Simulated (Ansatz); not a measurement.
CH7BrO2Si2 can be A, `C[Si](O)(Br)O[SiH3]`, or B, `CO[SiH](Br)O[SiH3]`.

Computed with Ansatz on PBE0-D4/def2-TZVP structures; ΔE is electronic, products minus reactants. CCSD(T)/CBS is the MP2 limit (def2-TZVPP, def2-QZVPP) plus CCSD(T) − MP2 in def2-TZVPP, frozen cores. Functionals use def2-TZVPP. B3LYP here is the variant with VWN-RPA as its local correlation; programs differ in this. For Br outer-core shells are correlated without core-valence functions, which leaves a few kJ/mol of doubt a bond. Scalar relativity is left out up to krypton. Each species was taken in one conformer, which may not be the lowest.

Q: Which isomer does CCSD(T)/CBS put lower? Give the gap. (Best estimate.)

A: The calculation gave: A, by 26.9 kcal/mol.

Q: Give E(B) − E(A) in kcal/mol with HF/def2-TZVPP, CCSD/def2-TZVPP, PBE0-D4, B2PLYP, ωB97M-V, MP2/def2-TZVPP, B3LYP. (An estimate is asked.)

A: Ansatz gave: HF/def2-TZVPP 22.6, CCSD/def2-TZVPP 25.9, PBE0-D4 27.0, B2PLYP 25.5, ωB97M-V 27.0, MP2/def2-TZVPP 27.8, B3LYP 24.4. None reverses the order clearly.

Largest T1 diagnostic: 0.010.

In def2-TZVPP, CCSD(T) changes the Hartree–Fock value by +3.7 kcal/mol (the triples alone add +0.3 kcal/mol) and MP2 by +5.2 kcal/mol. The D4 term adds +0.7 kcal/mol with B3LYP and +0.4 kcal/mol with PBE0; it sums over pairs of atoms, weighted by their polarisabilities, and B3LYP, whose exchange is more repulsive, gets the larger term.
